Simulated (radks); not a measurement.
Task: Radial electron density D(r) = 4 pi r^2 rho(r) of an atom or ion with 48 electrons. Calculated with a radial shooting solver on a logarithmic mesh with Libxc functionals: Dirac Kohn-Sham, AM05, spin-unpolarised, spherical densities, finite nucleus; Fermi nuclear charge, rms radius of each element as measured or else 0.836 A^(1/3) + 0.57 fm.

| r (bohr) | D(r) (e/bohr) |
|---|---|
| 0.00137 | 2.533 |
| 0.001812 | 4.092 |
| 0.002417 | 6.605 |
| 0.003198 | 10.32 |
| 0.004265 | 15.92 |
| 0.005689 | 23.72 |
| 0.007527 | 33.45 |
| 0.01004 | 44.88 |
| 0.01328 | 55.43 |
| 0.01772 | 62.55 |
| 0.02344 | 63.24 |
| 0.03127 | 58.43 |
| 0.0417 | 54.91 |
| 0.05518 | 60.81 |
| 0.07359 | 74.59 |
| 0.09737 | 79.79 |
| 0.1299 | 66.97 |
| 0.1732 | 55.00 |
| 0.2292 | 61.62 |
| 0.3057 | 62.87 |
| 0.4045 | 39.69 |
| 0.5394 | 20.28 |
| 0.7195 | 21.13 |
| 0.952 | 20.05 |
| 1.27 | 11.44 |
| 1.68 | 4.964 |
| 2.241 | 2.064 |
| 2.965 | 0.8115 |
| 3.954 | 0.2064 |
| 5.274 | 0.02612 |
| 6.978 | 0.001396 |

What is the nuclear charge?

Result: Z = 49. The innermost maximum, from 1s, lies near gamma/Z bohr with gamma = sqrt(1 - (Z/c)^2) = 0.934, here 0.0191 bohr (found: 0.0210), and its height grows with Z. The density is that of the indium ion In+ in [Kr] 4d10 5s2; the configuration itself is not fixed sharply by these data, and Z only to a few units. D(r) has 4 maxima, at r = 0.0210, 0.0921, 0.271, 0.805 bohr, and minima at 0.0414, 0.177, 0.594 bohr, inside which lie 2.04, 11.17, 29.00 electrons.
